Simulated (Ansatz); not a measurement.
Mulliken charges of CH$_{3}$BFNO (`FB1NCO1`) from PBE/def2-TZVPP in Ansatz (PBE0-D4/def2-TZVP geometry).

```csv
atom,x (Å),y (Å),z (Å),charge (e)
F1,1.570,-0.045,1.828,-0.232
B2,0.748,-0.113,0.805,0.398
N3,-0.483,0.492,0.463,-0.303
C4,-0.346,-0.245,-0.781,0.081
O5,0.861,-0.893,-0.337,-0.302
H6,-0.964,1.359,0.601,0.166
H7,-1.135,-0.980,-0.967,0.094
H8,-0.159,0.367,-1.667,0.097
```

Task: By hand: the dipole of these point charges (1 e Å = 4.8032 D).

Result: Σ q r = (-0.490, 0.235, -0.358) e Å, of length 0.651 e Å = 3.13 D.

Task: How does the dipole of the full density compare? (Estimate.)

Result: Ansatz gave: (-0.441, 0.347, -0.229) e Å, 2.91 D; the point charges give 1.08 times that, at 16° from its direction.

Point charges leave out the atoms' own dipoles, such as those of lone pairs, and Mulliken's split depends on the basis, so the close match here is no proof of good charges.
